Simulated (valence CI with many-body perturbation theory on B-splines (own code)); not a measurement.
Mg6+: what the settings do

Level of theory: relativistic CI+MBPT: four valence electrons over a frozen Dirac-Fock core [He], a basis of 6 s, 6 p, 5 d, 3 f, 1 g functions for each j, with the one-electron correlation potential Σ1 (screened to all orders), the two-electron term Σ2, the three-electron term Σ3, Breit, model QED; selected single and double excitations, second order for the rest, scaled by the run's own slope (own B-spline code, finite nucleus).

Against 23 measured levels this calculation errs by 332 cm⁻¹ on average and by 897 at most.

The reference run has the lowest level 2s2 2p2 3P_0 and an ionisation energy of 225.016 eV. Its largest variational space holds 10708 state functions.

Reference levels: 2s2 2p2 3P_1 1111, 2s2 2p2 3P_2 2926, 2s2 2p2 1D_2 41281, 2s2 2p2 1S_0 85675, 2s 2p3 5S°_2 117583, 2s 2p3 3D°_3 232998, 2s 2p3 3D°_2 233105, 2s 2p3 3D°_1 233169, 2s 2p3 3P°_1 275235, 2s 2p3 3P°_2 275248, 2s 2p3 3P°_0 275287, 2s 2p3 1D°_2 355023 cm⁻¹.

Task: Rank these changes by the mean size of the shift of these levels, smallest first.
A. hole-hole ladder in Σ2 on → off
B. QED terms on → off
C. screening of Σ1 on → off
D. box radius (bohr) 8.3383 → 3.16

Result: C (2.1 cm⁻¹), D (7 cm⁻¹), A (27 cm⁻¹), B (110 cm⁻¹).
